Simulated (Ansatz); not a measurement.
C2H9BClN (`C[B-](C)([NH3+])Cl`), relaxed with RKS PBE-D4/def2-SVP in the Gaussian-basis code of Ansatz from a rough embedded geometry. The force threshold is 0.03 eV/Å; the program also tests the step.

The species carries charge 0 and has multiplicity 1.

Start:

```xyz
14

C    -0.807   -0.663    1.030
B     0.152   -0.318   -0.158
C    -0.646    0.566   -1.198
N     1.388    0.477    0.307
Cl    0.754   -1.871   -1.006
H    -1.701   -1.305    0.660
H    -1.184    0.199    1.546
H    -0.267   -1.359    1.740
H    -1.564    0.031   -1.639
H    -0.003    0.866   -2.076
H    -1.031    1.522   -0.734
H     1.043    1.341    0.833
H     1.999    0.662   -0.380
H     1.868   -0.148    1.075
```

```tsv
step	energy (eV)	largest force (eV/Å)	largest move (Å)
1	-16893.2366	7.150	0.000
2	-16893.9134	1.798	0.126
3	-16893.9979	0.367	0.068
4 (rejected)	-16893.9944	0.421	0.049
5	-16894.0079	0.052	0.025
6	-16894.0084	0.006	0.017
```

End:

```xyz
14

C    -0.838   -0.743    1.094
B     0.041   -0.343   -0.194
C    -0.661    0.618   -1.279
N     1.380    0.458    0.366
Cl    0.856   -1.856   -1.001
H    -1.723   -1.332    0.776
H    -1.231    0.146    1.637
H    -0.290   -1.374    1.828
H    -1.539    0.104   -1.722
H     0.003    0.891   -2.128
H    -1.045    1.562   -0.830
H     1.133    1.335    0.850
H     2.011    0.680   -0.419
H     1.902   -0.145    1.020
```

It took 12 s on 4 threads of an Intel Xeon Platinum 8259CL on a shared host, with 0.19 GiB of host memory at the peak.
